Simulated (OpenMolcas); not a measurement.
As: thermal populations, worked from levels

```json
{
  "Program": "OpenMolcas 26.06",
  "Basis": "ANO-RCC-VDZP [5s4p2d]",
  "Scalar Hamiltonian": "X2C, point nucleus",
  "Active space": "5 electrons in 8 orbitals (4s 4p 5s 5p)",
  "State averaging": "2S+1 = 4 odd, 1 root; 2S+1 = 2 odd, 9 roots; 2S+1 = 4 even, 3 roots",
  "Spin-orbit coupling": "RASSI with atomic mean-field integrals over the reference wave functions, term energies averaged over their components"
}
```

Methods: CASSCF; SS-CASPT2, IPEA 0.25 Eh, imaginary shift 0.1 Eh (closed shells correlated: 3d). Measured levels: NIST Handbook of Basic Atomic Spectroscopic Data.

**Thermal populations.** Z = Σ (2J + 1) exp(-E/kT) with k = 0.695035 cm-1/K, over the levels below. No other level of either list lies under 50600 cm-1, which is above 7 kT at each temperature.

| Level | 2J + 1 | SS-CASPT2 | measured |
| --- | --- | --- | --- |
| 4s² 4p³ ⁴S°_3/2 | 4 | 0.0 | 0.0 |
| 4s² 4p³ ²D°_3/2 | 4 | 13170 | 10593 |
| 4s² 4p³ ²D°_5/2 | 6 | 13460 | 10915 |
| 4s² 4p³ ²P°_1/2 | 2 | 20210 | 18186 |
| 4s² 4p³ ²P°_3/2 | 4 | 20550 | 18648 |

```
T (K)  Z, SS-CASPT2  Z, measured levels  Ground level (%), SS-CASPT2  Ground level (%), measured levels
 5000         4.232               4.479                         94.5                               89.3
 8000         5.060               5.654                         79.1                               70.8
```

At 8000 K, kT = 5560 cm-1, and the computed levels give Z = 4.000 + 0.374 + 0.533 + 0.053 + 0.099 = 5.060.

CASPT2 breaks the degeneracy within a term, and the mean is taken; among the terms shown or strongly mixed into the levels shown the widest spread is 110 cm-1 (4s² 4p³ ²D°, SS-CASPT2). The run also gave levels led by 4s² 4p² 5p, which use shells meant for correlation; these and all levels above them are left out. Without dynamic correlation excited terms often stand tens of per cent too high (terms of higher spin than the ground term too low), and those without a measured partner can miss by more than the paired ones (holds for CASSCF). Some levels mix across a computed gap that differs much from the measured one, so their mixing is not that of the real levels (holds for CASSCF). Some terms miss by over 15 % even with CASPT2, which points to a basis or an active space too small for the shells correlated (holds for SS-CASPT2). Measured partners are found by configuration, term and J. A level has none where our copy of the source lacks it or the pairing is in doubt (some pairs that miss far off the trend of their configuration count as doubtful), and it then counts in no deviation. Only configurations of the active space appear.

° marks odd parity.
